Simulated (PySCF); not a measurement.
Telling isomers of C9H12O apart by NMR

Computational details: GFN2-xTB structure, σ from GIAO-PBE0/pcSseg-1, in PySCF (fast rotation and ring inversion assumed for equivalent nuclei, gas phase, no relativistic terms, a single conformation).

Chemical shifts δ = σref − σ; 1H and 13C vs TMS, all at this level. Where no couplings were computed, multiplicities follow the n + 1 count of equivalent neighbours, and m marks all less simple cases (inequivalent or close neighbours, rings, F or P nearby). Shifts are as computed. Against solution values, carbons near 30 ppm lie about +3 ppm off and those near 130 ppm about +5 ppm. Of 1211 compounds with measured shifts, 218 miss one by over three times the rms of a fit or turn the order of signals round; such compounds aren't used in these exercises. OH and NH positions are gas-phase values without hydrogen bonding to other molecules.

(1) Tabulate the signals of `CCc1ccc(C)cc1O`, `C=C1C=C(C)/C1=C/COC`, `CCOc1ccccc1C` and their relative energies.

(2) What is the quickest way to tell C=C1C=C(C)/C1=C/COC from CCOc1ccccc1C?

(3) What is the quickest way to tell CCc1ccc(C)cc1O from CCOc1ccccc1C?

(4) What is the quickest way to tell CCc1ccc(C)cc1O from C=C1C=C(C)/C1=C/COC?

## Answers

(1) 
| SMILES | carbon types | δC | δH | E rel. (kcal/mol) |
| --- | --- | --- | --- | --- |
| CCc1ccc(C)cc1O | 3×C 3×CH 1×CH2 2×CH3 | 160.5, 141.9, 136.0, 133.3, 126.0, 118.4, 28.3, 23.7, 19.1 | 7.34 (d, 1H), 6.95 (d, 1H), 6.52 (s, 1H), 4.18 (br s, 1H), 2.71 (q, 2H), 2.40 (s, 3H), 1.16 (t, 3H) | 0.0 |
| C=C1C=C(C)/C1=C/COC | 3×C 2×CH 2×CH2 2×CH3 | 167.0, 155.0, 153.9, 151.4, 117.3, 100.7, 71.0, 58.1, 15.2 | 7.02 (s, 1H), 5.36 (t, 1H), 5.02 (m, 1H), 4.92 (m, 1H), 4.32 (d, 2H), 3.40 (s, 3H), 2.11 (s, 3H) | 77.4 |
| CCOc1ccccc1C | 2×C 4×CH 1×CH2 2×CH3 | 163.9, 135.4, 132.5, 132.0, 125.3, 112.2, 65.0, 20.5, 17.7 | 7.47 (d, 1H), 7.43 (m, 1H), 7.13 (m, 1H), 6.76 (d, 1H), 4.01 (q, 2H), 2.37 (s, 3H), 1.58 (t, 3H) | 7.8 |

Energies are electronic energies at PBE0/pcSseg-1 on these geometries, without zero-point or thermal terms, each for the one conformer computed, which needn't be the lowest.

(2) Both give the same number of carbon signals, but DEPT or the intensities differ. The first has a methyl carbon bonded to O (CH3) at 58.1 ppm, the second a substituted aromatic carbon (C) at 132.5 ppm. Their most deshielded carbons lie at 167.0 and 163.9 ppm. In the proton spectra the most deshielded non-exchanging signals are 7.02 (s, 1H) and 7.47 (d, 1H).

(3) Both give the same number of carbon signals, but DEPT or the intensities differ. The first has an sp3 CH2 on an aromatic ring at 28.3 ppm, the second an sp3 CH2 bonded to O at 65.0 ppm. Their most deshielded carbons lie at 160.5 and 163.9 ppm.

(4) Both give the same number of carbon signals, but DEPT or the intensities differ. The first has an sp3 CH2 on an aromatic ring at 28.3 ppm, the second a terminal =CH2 carbon at 100.7 ppm. Their most deshielded carbons lie at 160.5 and 167.0 ppm.
